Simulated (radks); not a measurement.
Results of a calculation; reference values are marked as such.
Task: Species: the iodine ion I4+. Configuration: [Kr] 4d10 5s2 5p1. Code: a radial shooting solver on a logarithmic mesh with Libxc functionals. Model: Dirac Kohn-Sham, PBE, spin-unpolarised, spherical densities, finite nucleus; open shells are shared between the two j in proportion to 2j + 1; Fermi nuclear charge, rms radius 4.75 fm.

Spin-orbit splittings of the eigenvalues, e(l+1/2) - e(l-1/2), with zeta = 2 splitting/(2l+1) and mean radii in bohr:

shell  occ.  splitting (eV)  zeta (eV)  <r> j=l-1/2  <r> j=l+1/2
2p        6           298.8      199.2      0.09846       0.1041
3p        6           56.23      37.49       0.3040       0.3155
3d       10           11.82      4.730       0.2864       0.2901
4p        6           10.98      7.319       0.7715       0.7994
4d       10           1.738     0.6953       0.9060       0.9167
5p        1               ?          ?        1.991        2.053

Estimate the 5p splitting.

Result: 1.614 eV (zeta = 1.076 eV).
